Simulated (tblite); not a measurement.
C₆H₁₄B₂.
Numbering: `[BH2:1]/[CH:2]=[CH:3]/[C@@H:4]([CH3:5])[B:6]([CH3:7])[CH3:8]` (hydrogens: H9, H10 on B1; H11 on C2; H12 on C3; H13 on C4; H14, H15, H16 on C5; H17, H18, H19 on C7; H20, H21, H22 on C8)

Computed with GFN2-xTB (tblite), gas phase: L-BFGS steps from a force-field or distance-geometry start until the largest atomic force falls under 0.01 eV/Å.

Geometry at step 1:
```
atom  x, y, z in Å
B1      3.3514    0.1871   -1.1244
C2      1.9740   -0.3877   -0.7431
C3      1.2998    0.0021    0.3571
C4     -0.0441   -0.5561    0.7321
C5     -0.3783   -0.2579    2.2091
B6     -1.1900    0.0239   -0.2462
C7     -1.4722    1.5844   -0.3203
C8     -2.0041   -0.9835   -1.1591
H9      3.9086   -0.1952   -2.0914
H10     3.8539    1.0260   -0.4586
H11     1.5220   -1.1674   -1.3709
H12     1.7370    0.7778    0.9954
H13    -0.0087   -1.6550    0.6288
H14    -0.3955    0.8246    2.3848
H15    -1.3602   -0.6795    2.4658
H16     0.3793   -0.7107    2.8649
H17    -1.8009    1.9593    0.6619
H18    -0.5493    2.1113   -0.6087
H19    -2.2528    1.8106   -1.0571
H20    -2.5290   -1.7164   -0.5250
H21    -2.7407   -0.4500   -1.7747
H22    -1.3107   -1.5282   -1.8212
```

Q: Give the atomic forces at this geometry.

A: 
```tsv
atom	Fx (eV/Å)	Fy (eV/Å)	Fz (eV/Å)
B1	-0.057	0.023	-0.025
C2	0.265	0.048	0.004
C3	-0.124	-0.168	-0.251
C4	-0.049	-0.032	0.294
C5	0.044	0.004	0.043
B6	0.158	0.111	-0.100
C7	0.010	-0.305	0.017
C8	0.077	0.231	0.144
H9	-0.081	0.066	0.173
H10	-0.128	-0.209	-0.134
H11	0.070	0.294	0.301
H12	-0.313	-0.298	-0.212
H13	0.092	0.264	-0.058
H14	-0.024	-0.340	0.008
H15	0.330	0.186	-0.040
H16	-0.268	0.166	-0.170
H17	0.209	0.031	-0.452
H18	-0.428	-0.052	0.218
H19	0.263	0.141	0.278
H20	0.210	0.165	-0.432
H21	0.178	-0.427	0.109
H22	-0.433	0.103	0.284
```

The largest, 0.53 eV/Å, acts on H22; the rms over all components is 0.210 eV/Å. The forces sum to zero within rounding, as they must for an isolated molecule in no field.

Q: Give the force on H22 in Eh/bohr and in nN.

A: 0.528 eV/Å ÷ 51.422 = 0.01027 Eh/bohr, and 0.528 eV/Å × 1.602 = 0.85 nN.

Q: How far is this geometry from the end of the optimisation?

A: 0.128 eV above it, and 0.542 Å rms away after alignment. The bonds farthest from their final lengths, with half the difference of the two atoms' forces along the bond (positive lengthens):

```json
{"bond": "C8–H22", "now (Å)": "1.103", "final (Å)": "1.087", "force along bond (eV/Å)": "-0.17"}
{"bond": "C7–H17", "now (Å)": "1.102", "final (Å)": "1.088", "force along bond (eV/Å)": "-0.18"}
{"bond": "B6–C7", "now (Å)": "1.588", "final (Å)": "1.575", "force along bond (eV/Å)": "-0.19"}
{"bond": "C3–H12", "now (Å)": "1.096", "final (Å)": "1.083", "force along bond (eV/Å)": "-0.07"}
{"bond": "C2–H11", "now (Å)": "1.098", "final (Å)": "1.086", "force along bond (eV/Å)": "-0.13"}
{"bond": "C4–C5", "now (Å)": "1.543", "final (Å)": "1.532", "force along bond (eV/Å)": "-0.13"}
```

The angle farthest from its final value is C3–C4–B6, 110.5° against 102.2°.

Of the 6 listed bonds off by 0.010 Å or more, this force points towards the final length in 6.

What follows is the cost of the whole relaxation. Time: 2.9 s. Hardware: one thread of an Arm Neoverse N1, shared host with 64 logical CPUs at a one-minute load of 61.
